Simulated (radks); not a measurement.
Results of a calculation; reference values are marked as such.
Ionisation of the lutetium ion Lu2+, [Xe] 4f14 6s1, to Lu3+, [Xe] 4f14, under several functionals. Dirac Kohn-Sham, spin-unpolarised, spherical densities, finite nucleus; a radial shooting solver on a logarithmic mesh with Libxc functionals. The NIST Atomic Spectra Database gives 20.959 eV (measured). Rank these functionals by the error of their Delta-SCF ionisation energy: revPBE; XLYP; exchange-only LDA.

Answer. From best to worst: revPBE 20.913 eV (-0.046); XLYP 21.369 eV (+0.409); exchange-only LDA 20.287 eV (-0.672). Spin polarisation and multiplet splitting are left out, so open shells lie too high by an amount that depends on their filling.

Beside tabulated values, note that spin-unpolarised runs miss the spin-polarisation part of the exchange energy of open shells.
